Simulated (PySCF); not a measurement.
FGeH₇Si₂, SMILES F[SiH2][SiH2][GeH3].

The structure is a stationary point at r2SCAN-D4/def2-SVP. This is a generated structure with no PubChem entry under its InChIKey; it may be hypothetical. The values are those of a single conformer.

Level of theory: r2SCAN-D4/def2-SVP in PySCF.

Frequencies are harmonic and unscaled.

Computed vibrational spectrum:
```tsv
mode	ν (cm⁻¹)	IR (km/mol)	Raman (Å⁴/amu)	depolarisation	moving atoms (share of kinetic energy)
1	44	1.6	1.1	0.75	F 42 %, Si 34 %, H 19 %
2	65	2.3	1.6	0.64	Si 49 %, Ge 21 %, F 18 %, H 12 %
3	76	0.1	0.0	–	H 92 %
4	167	2.5	4.1	0.33	F 57 %, Si 24 %, Ge 15 %
5	310	16.3	0.0	–	H 96 %
6	351	0.5	12.1	0.10	Si 57 %, H 22 %, Ge 20 %
7	389	0.1	0.1	0.75	H 95 %
8	416	1.0	8.2	0.69	Si 57 %, H 36 %
9	483	31.4	9.6	0.33	H 54 %, Si 43 %
10	562	14.9	5.4	0.75	H 76 %, Si 21 %
11	667	248.9	2.2	0.62	H 86 %, Si 13 %
12	682	2.2	14.3	0.75	H 92 %
13	747	17.6	23.3	0.75	H 94 %
14	796	143.4	9.5	0.66	H 97 %
15	849	21.6	7.1	0.70	F 45 %, H 39 %, Si 15 %
16	884	113.0	25.3	0.69	H 81 %, Si 13 %
17	888	22.5	32.9	0.75	H 99 %
18	890	120.6	22.4	0.75	H 94 %
19	924	74.3	17.1	0.72	H 86 %, Si 11 %
20	946	128.3	6.2	0.51	H 80 %, Si 15 %
21	2142	71.9	257.5	0.00	H 100 %
22	2152	78.9	120.4	0.75	H 98 %
23	2154	90.3	172.1	0.71	H 98 %
24	2204	77.2	174.1	0.07	H 98 %
25	2212	19.6	165.5	0.75	H 96 %
26	2218	76.4	227.7	0.08	H 98 %
27	2228	173.5	37.1	0.75	H 96 %
```
